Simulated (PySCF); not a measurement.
# Working out the ionisation energy of F⁺

F⁺ [He] 2s2 2p4 (3P) → F²⁺ [He] 2s2 2p3 (4S). Calculation: PySCF 2.14, in aug-cc-pVDZ (4s3p2d, 23 functions); the non-relativistic Hamiltonian (point nucleus). Frozen: 1s2. Energies in hartree (1 hartree = 27.21139 eV):

| part | F⁺ (lower) | F²⁺ (upper) |
| --- | --- | --- |
| UHF | -98.801665 | -97.575981 |
| CCSD correlation | -0.118220 | -0.084900 |
| (T) | -0.001221 | -0.000512 |

Q: What does Hartree-Fock give?

A: (-97.575981) − (-98.801665) = 1.225684 hartree = 33.353 eV.

Q: What do CCSD and CCSD(T) give?

A: The CCSD correlation energies differ by 0.033320 hartree = 0.907 eV and the triples by 0.000709 hartree = 0.019 eV, so CCSD gives 34.260 eV and CCSD(T) 34.279 eV.

Measured between the centres of the two terms (NIST): 34.950 eV, so CCSD(T) (valence) is off by -0.671 eV.

A double-zeta basis recovers only part of the correlation energy.

What remains against the reference includes basis incompleteness, the frozen core and higher excitations.
